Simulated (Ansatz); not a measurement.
Molecule: sum formula InCl2F (charge 0, singlet). 
Coordinates optimised at B3LYP-D3(BJ)/def2-TZVP (Ansatz, a first-principles code):
```xyz
4

F     -0.3650     2.1142    -0.0049
In    -0.0348     0.2017    -0.0005
Cl    -1.8677    -1.1981     0.0273
Cl     2.1613    -0.5027    -0.0234
```

Parts of the frozen-core correlation energy in def2-SVPD (Ansatz, hartree). Frozen orbitals: 20; correlated occupied orbitals by spin: 12 and 12; virtual: 77 and 77. No spin-orbit coupling. In def2 rows, elements after Kr have scalar-relativistic effective core potentials.

| term | value |
|---|---|
| reference (HF) | -1207.43071 |
| MP2 opposite-spin | … |
| MP2 same-spin | -0.14927 |
| CCSD correlation | … |
| (T) | … |
| T1 diagnostic | 0.014 |
| largest doubles amplitude | 0.033 |

### Question
What belongs in the gaps?

### Answer

- MP2 opposite-spin, value: -0.39370
- CCSD correlation, value: -0.56627
- (T), value: -0.01466
